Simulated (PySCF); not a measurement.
ClHg, doublet, at a GFN2-xTB geometry (such geometries of metal compounds can be far from the true shape) (the spin is typed, not shown lowest) (core potentials on Hg). Base run: DF-TPSS/def2-SVP run with PySCF.

Input for PySCF:
```python
from pyscf import gto, scf, dft

mol = gto.M(
    atom='''
Hg   -0.000000   -0.000000   -0.460009
Cl    0.000000    0.000000    2.164750
''',
    basis='def2-svp',
    ecp={'Hg': 'def2-svp'},
    charge=0,
    spin=1,
    verbose=4,
)

mf = dft.UKS(mol)
mf.xc = 'tpss'
mf = mf.density_fit(auxbasis='def2-universal-jkfit')
mf.kernel()
mf.analyze()
```

The base run was repeated with changes; each row names its change, and settings that it needs were set with it.

| change | basis functions | E (Eh) | HOMO (eV) | dipole (D) | core-seconds (rough) |
|---|---|---|---|---|---|
| base | 50 | -613.52042 | -6.49 | 2.93 | 8 |
| basis = LANL2DZ | 26 | -57.82557 | -6.07 | 4.09 | 10 |
| basis = def2-SV(P) | 43 | -613.52000 | -6.49 | 2.93 | 10 |
| basis = def2-SVPD | 62 | -613.53163 | -6.72 | 3.54 | 10 |
| basis = def2-TZVP | 80 | -613.68560 | -6.64 | 3.27 | 20 |
| basis = def2-TZVPD | 92 | -613.68649 | -6.67 | 3.36 | 20 |
| basis = def2-TZVPP | 101 | -613.68604 | -6.64 | 3.25 | 20 |
| basis = def2-QZVP | 142 | -613.70066 | -6.65 | 3.29 | 40 |
| basis = def2-QZVPP | 158 | -613.70072 | -6.65 | 3.28 | 50 |

Totals compare only among sets that treat the same electrons; sets with core potentials leave the core out.

Open shells are given as the SCF converged; they aren't shown to be the lowest states, and a large step between rows can be another state.
